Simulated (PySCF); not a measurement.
H7NSi2, SMILES [SiH3]N[SiH3].

Coordinates come from a PBE-D3(BJ)/def2-SVP optimisation.

Two levels are set side by side: TDA-PBE/def2-SVPD (PySCF) and TDA-CAM-B3LYP/def2-SVPD (PySCF). Vertical, same geometry. The lowest singlet is HOMO→LUMO 99 % with PBE and HOMO→LUMO 96 % with the other functional; states are paired by order. Differences are taken from unrounded values.

```
quantity                              TDA-CAM-B3LYP  TDA-PBE  TDA-PBE minus TDA-CAM-B3LYP
------------------------------------  -------------  -------  ---------------------------
lowest singlet excitation (eV)                 6.13     5.30                        -0.83
lowest triplet excitation (TDA) (eV)           5.76     5.01                        -0.75
```

A lower first singlet is the usual sign of a functional without exact exchange. Differences between two approximate levels are no errors against the true value.

Rough cost on one machine, each run with all the roots and properties that it gave: TDA-CAM-B3LYP against TDA-PBE about 3 times.
